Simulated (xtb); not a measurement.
xtb input (GFN2-xTB):

```bash
xtb mol.xyz --gfn 2 --ohess tight --chrg 1 --uhf 0
```
mol.xyz:
```
10

N     -1.02659674    -0.82668364    -0.59104616
B     -0.16899548     0.01968168     0.08192325
N      1.35574609    -0.04772318    -0.37487080
O     -0.35394294     0.94966922     1.02596840
H     -0.78553508    -1.52210725    -1.34467546
H     -2.04974056    -0.84899669    -0.43429592
H      1.55112843     0.21533273    -1.33878538
H      1.91585911     0.65846187     0.20067680
H      1.75159564    -0.95166551    -0.14754801
H     -1.21458187     1.09204579     1.33475932
```

End of the output:

```
   ------------------------------------------------------------------------
    298.15    0.654907E-02    0.885750E-01    0.343501E-01    0.542249E-01
   ------------------------------------------------------------------------

         :::::::::::::::::::::::::::::::::::::::::::::::::::::
         ::                  THERMODYNAMIC                  ::
         :::::::::::::::::::::::::::::::::::::::::::::::::::::
         :: total free energy         -13.811689913135 Eh   ::
         ::.................................................::
         :: total energy              -13.865914846736 Eh   ::
         :: zero point energy           0.082025974285 Eh   ::
         :: G(RRHO) w/o ZPVE           -0.027801040685 Eh   ::
         :: G(RRHO) contrib.            0.054224933600 Eh   ::
         :::::::::::::::::::::::::::::::::::::::::::::::::::::

optimized geometry written to: xtbopt.xyz

           -------------------------------------------------
          | TOTAL ENERGY              -13.865914846736 Eh   |
          | TOTAL ENTHALPY            -13.777339804918 Eh   |
          | TOTAL FREE ENERGY         -13.811689913135 Eh   |
          | GRADIENT NORM               0.000115528802 Eh/α |
          | HOMO-LUMO GAP               7.007679506861 eV   |
           -------------------------------------------------

------------------------------------------------------------------------
------------------------------------------------------------------------
 total:
 SCF:
 ANC optimizer:
 analytical hessian:
```

It need not be the lowest isomer of its formula.
